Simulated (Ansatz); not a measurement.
| atom | x (Å) | y (Å) | z (Å) |
| --- | --- | --- | --- |
| C | 0.0000 | -0.6611 | -0.6697 |
| C | 0.0000 | -0.6611 | 0.6697 |
| C | 0.0000 | 0.5196 | -1.5851 |
| C | 0.0000 | 0.5196 | 1.5851 |
| H | 0.0000 | -1.6390 | -1.1670 |
| H | 0.0000 | -1.6390 | 1.1670 |
| H | 0.0000 | 1.4788 | -1.0491 |
| H | 0.8826 | 0.5045 | -2.2469 |
| H | -0.8826 | 0.5045 | -2.2469 |
| H | 0.0000 | 1.4788 | 1.0491 |
| H | -0.8826 | 0.5045 | 2.2469 |
| H | 0.8826 | 0.5045 | 2.2469 |

Basis set: def2-TZVP (spherical functions). Correlated methods keep 4 orbitals frozen. Charge 0, multiplicity 1.

Computed with Ansatz (development build ahead of 0.2.0); each method stands on the lowest determinant of its kind that the runs found. Restricted open shells among the atoms or ions are ROHF, correlated in semicanonical orbitals with singles.

The atomization energy at this shape (free ground-state atoms in the same class of orbitals less the molecule, no zero-point energy) of singlet C4H8:

| method | atomization energy |
| --- | --- |
| RHF | 38.55 eV |

What does RHF-MP2 give?

48.85 eV.
